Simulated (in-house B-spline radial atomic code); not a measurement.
Ge⁴⁺. Computed with a B-spline radial atomic code. Model: all-electron spherical atom, spin shells full or empty, radial basis limit, no spin-orbit coupling, Breit or QED, empty-state partial waves extrapolated as (l+1/2)^-4, RPA, G0W0 and static COHSEX of the highest shell as one setting changes (uncorrelated shells keep exact exchange).

Given: element Ge; charge 4; filled core Ar; hamiltonian one-electron scalar X2C; mean-field start Hartree-Fock; highest l of empty states 9; nuclear rms radius 4.0742 fm; highest mean-field shell 3d.

Shell: 3d 5 5 (electrons up and down).

```csv
lowest nl shells left uncorrelated,RPA correlation energy (hartree),G0W0 level (eV),G0W0 minus most complete (meV),COHSEX level (eV),linearised minus solved G0W0 (meV)
0,-1.9685,-90.983,0,-94.808,-0.4
1,?,?,?,?,?
2,?,?,?,?,?
3,-1.1796,-90.874,108.9,-94.751,-0.5
4,-1.0074,-90.91,72.9,-94.656,-0.4
5,-0.53785,-91.475,-492.5,-94.774,-0.2
```

(1) What follows for lowest nl shells left uncorrelated = 2?

(2) What follows for lowest nl shells left uncorrelated = 1?

Answers

(1) RPA correlation energy -1.6489 hartree; G0W0 level -90.955 eV; G0W0 minus most complete 27.7 meV; COHSEX level -94.78 eV; linearised minus solved G0W0 -0.4 meV.

(2) RPA correlation energy -1.8197 hartree; G0W0 level -90.982 eV; G0W0 minus most complete 0.5 meV; COHSEX level -94.807 eV; linearised minus solved G0W0 -0.4 meV.
